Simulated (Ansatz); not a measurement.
`BC1SC1=C=O`, relaxed with RKS PBE0-D4/def2-TZVP in Ansatz from a PBE-D4/def2-SVP geometry. The force threshold is 0.005 eV/Å; the program also tests the step.

Charge 0, multiplicity 1.

Start:

```xyz
9

B     0.654   -1.128   -0.580
C    -0.626   -0.639    0.187
S    -0.658    0.382   -1.386
C    -0.619    0.821    0.370
C     0.051    1.779    0.996
O     0.472    2.704    1.587
H     1.712   -0.574   -0.353
H     0.580   -2.163   -1.217
H    -1.565   -1.183    0.398
```

How much energy does the relaxation release, and in how many steps? (An estimate is asked.)

Ansatz gave: 6.99 kJ/mol, in 11 steps.

Which bonds change most? (An estimate is asked.)

The calculation gave: S3–C4 from 1.811 to 1.770 Å; C4–C5 from 1.326 to 1.301 Å; C2–S3 from 1.876 to 1.852 Å; B1–H7 from 1.215 to 1.194 Å.

Give the relaxed structure. (Estimate.)

Ansatz gave: 
```xyz
9

B     0.651   -1.146   -0.583
C    -0.598   -0.626    0.183
S    -0.644    0.388   -1.366
C    -0.562    0.823    0.348
C     0.024    1.785    0.999
O     0.407    2.693    1.606
H     1.699   -0.607   -0.395
H     0.550   -2.168   -1.199
H    -1.527   -1.141    0.408
```
